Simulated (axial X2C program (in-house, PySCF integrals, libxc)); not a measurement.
# Spectroscopic constants of SrB⁺

Calculated with an in-house relativistic program for diatomic molecules. Spin-free means the one-electron spin-free X2C Hamiltonian; two-component (2c) means X2C with spin–orbit coupling and atomic mean-field two-electron Coulomb and Gaunt terms, so the difference of the two also holds small scalar two-electron terms. Basis: Sr dyall-cv3z [13s12p8d5f1g], B dyall-v3z [7s6p2d1f] (cores contracted in-house); Gaussian nuclei, density fitting, unrestricted open shells. Masses: Sr 87.906 u, B 11.009 u.

The run was started with this input:
```json
{
 "zs": [
  38,
  5
 ],
 "q": 1,
 "bas": [
  "dyall-cv3z",
  "dyall-v3z"
 ],
 "levels": [
  "PBE0",
  "HF",
  "r2SCAN0"
 ],
 "cc": true,
 "r0": 2.7,
 "thr": -2.0,
 "nmax": 90,
 "npts": 10,
 "nst": 2,
 "ntry": 6
}
```
```bash
python so2c.py task.json out
```

Keys: zs atomic numbers; q charge; bas basis sets; levels methods; cc coupled cluster on or off; r0 starting distance in Å; thr threshold in hartree for freezing inner shells (an s shell follows its p shell); nmax most natural virtual spinors; npts points on the curve; nst determinants followed; ntry starts of the search. HF also brings MP2.

State, spin-free: M_S = 1, Λ = 1 (beyond evenly filled blocks: σα, π+α); electrons by block: σα: 11, σβ: 10, π+α: 5, π+β: 4, π-α: 4, π-β: 4, δ+α: 1, δ+β: 1, δ-α: 1, δ-β: 1. Fragments: Sr+ + B.

State, 2c: Ω = 2 (⟨Sz⟩ = 1.00, ⟨Lz⟩ = 1.00 at PBE0); electrons by block: 1/2: 15, -1/2: 14, 3/2: 6, -3/2: 5, 5/2: 1, -5/2: 1. Fragments: Sr+ + B.

```json
{"Hamiltonian": "2c", "level": "PBE0", "Re (Å)": "2.594", "ωe (cm⁻¹)": "396.5", "ωexe (cm⁻¹)": "2.52", "Be (cm⁻¹)": "0.2561", "αe (cm⁻¹)": "0.00193", "De (eV)": "1.15", "D0 (eV)": "1.13", "k (mdyn/Å)": "0.906", "μ (D)": "-5.03"}
{"Hamiltonian": "2c", "level": "r2SCAN0", "Re (Å)": "2.589", "ωe (cm⁻¹)": "407.4", "ωexe (cm⁻¹)": "2.4", "Be (cm⁻¹)": "0.2571", "αe (cm⁻¹)": "0.00182", "De (eV)": "1.07", "D0 (eV)": "1.05", "k (mdyn/Å)": "0.957", "μ (D)": "-5.51"}
```

Spin-free values that have a 2c row agree with it to the digits that matter (0.001 Å, 0.01 eV) and are not repeated.

Dipoles are positive if B is the positive end and refer to the centre of mass.

One determinant describes the state; a PBE0 search over occupations chose it and may have missed a lower one. Dissociation energies refer to the lowest single-determinant-based atoms at the same level and basis. Density functionals use the spin component along the axis (collinear). In 2c an atomic determinant is not the ground J level, so De misses part of the atomic spin–orbit lowering. This holds for PBE0, r2SCAN0. Other states lie close and PBE0, whose exact exchange favours high spin, may order them wrongly; the determinant shown need not be the ground state. The nearest other 2c determinant of the search, Ω = 1, lies 0.27 eV up at the distance of the search. Without a current term, density functionals place determinants with orbital angular momentum somewhat too high. With several unpaired electrons one determinant need not be a pure state. Open-shell Ω = 0 determinants with evenly filled partner blocks cannot be reached by this program, so the Ω shown need not be the lowest component.

No reliable constants came from CCSD (2c), CCSD (spin-free), CCSD(T) (2c), CCSD(T) (spin-free), HF (2c), HF (spin-free), MP2 (2c), MP2 (spin-free): no minimum in range, unconverged points, a curve that is not smooth, a change of character along it, or the two Hamiltonians disagreeing along it.

Rough cost a point (2c) on 1 thread(s) of a shared host, integrals apart: PBE0 0.8 s, r2SCAN0 1.2 s.

The whole task took 2.9 min on 1 thread of Arm Neoverse V1, with other jobs on the host.
